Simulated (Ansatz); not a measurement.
`CO[Si@H](Cl)[Si@H](O)Cl` → `O[SiH](O)C[SiH](Cl)Cl`  (isomerisation)

Calculated with Ansatz (gas phase, PBE0-D4/def2-TZVP geometries, no zero-point term in ΔE). CCSD(T)/CBS is the MP2 limit (def2-TZVPP, def2-QZVPP) plus CCSD(T) − MP2 in def2-TZVPP, frozen cores. Each species was taken in one conformer, which may not be the lowest.

```
          level  ΔE (kJ/mol)
CCSD/def2-TZVPP       -138.3
 MP2/def2-QZVPP       -153.5
```

**Question.** What does CCSD(T)/CBS give? (Estimate.)

**Answer.** The calculation gave: -141.3 kJ/mol. The listed levels differ from it by 3.0, -12.2 kJ/mol.

Largest T1 diagnostic among the species: 0.011.

In def2-TZVPP, CCSD(T) changes the Hartree–Fock value by −15.9 kJ/mol (the triples alone add −1.0 kJ/mol) and MP2 by −29.0 kJ/mol. The D4 term adds −5.9 kJ/mol with B3LYP and −3.0 kJ/mol with PBE0; it sums over pairs of atoms, weighted by their polarisabilities, and B3LYP, whose exchange is more repulsive, gets the larger term.

B3LYP here is the variant with VWN-RPA as its local correlation; programs differ in this.
